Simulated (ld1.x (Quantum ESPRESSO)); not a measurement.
# Which change was made? (Ga, RRKJ)

| Quantity | Value |
| --- | --- |
| Element | Ga |
| Generator | ld1.x (Quantum ESPRESSO) 7.5 |
| Type | norm-conserving RRKJ (Kleinman–Bylander form) |
| Functional | PBEsol |
| Relativity | scalar-relativistic |
| Frozen core | [Ar] 3d10 |
| Valence charge | 3 |
| Reference configuration | 4s2 4p0 (charge +1) |
| Partial waves | 4p (bound, empty): rc 2.25 bohr; 4s (bound): rc 1.90 bohr |
| Local potential | the s channel |
| Core correction | a·sin(br)/r model core inside 1.70 bohr |
| rho0 | 0.01 |

Cutoffs, loose and tight: the cutoffs (Ry, on a coarse ladder) from which the occupation-weighted sum of valence levels, in a spherical-Bessel basis at the reference potential, stays within 10 and 1 mRy of its value at 400 Ry. They do not see the model core or the augmentation charge, which bear on the density cutoff. Test errors are all-electron minus pseudo excitation energies from the reference, over the configurations 4s2 4p1; 4s1 4p0; 4s2 4p0.5; 4s1 4p1; 4s1 4p2; 4s0 4p3; 4s2 4p1.3; variants that change the core or the reference have their own tests.

The base gives: outcome: generated; cutoff, loose: 15 Ry; cutoff, tight: 35 Ry; bound ghosts: none; largest test error (meV): -116.

Task: After one change the result is: outcome: generated; cutoff, loose: 18 Ry; cutoff, tight: 40 Ry; bound ghosts: none; largest test error (meV): -116. Which change was it?
A. all radii but the core radius scaled by about 1.33 (s 2.52, p 3.00 bohr)
B. all radii but the core radius scaled by about 0.91 (s 1.72, p 2.04 bohr)
C. all radii but the core radius scaled by about 1.11 (s 2.10, p 2.50 bohr)
D. all radii but the core radius scaled by about 0.79 (s 1.50, p 1.78 bohr)

Result: B. The others give: all radii but the core radius scaled by about 1.11 (s 2.10, p 2.50 bohr) → outcome: generated; cutoff, loose: 12 Ry; cutoff, tight: 35 Ry; bound ghosts: none; largest test error (meV): -118 | all radii but the core radius scaled by about 1.33 (s 2.52, p 3.00 bohr) → outcome: generated; cutoff, loose: 10 Ry; cutoff, tight: 25 Ry; bound ghosts: none; largest test error (meV): -129 | all radii but the core radius scaled by about 0.79 (s 1.50, p 1.78 bohr) → outcome: generated; cutoff, loose: 30 Ry; cutoff, tight: 60 Ry; bound ghosts: none; largest test error (meV): -116.
